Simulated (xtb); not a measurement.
xtb input:

```bash
xtb mol.xyz --gfn 2 --sp --chrg 0 --uhf 0
```
mol.xyz:
```
5

C     -0.55982290    -0.38935176    -0.14055642
C      0.69609575    -0.53485567    -0.05058747
O     -0.12653497     0.88358548     0.18310703
H     -1.54471547    -0.78451446    -0.32373956
H      1.73935815    -0.73892478     0.00574662
```

What final total energy does it print?

-9.21238 Eh (GFN2-xTB).
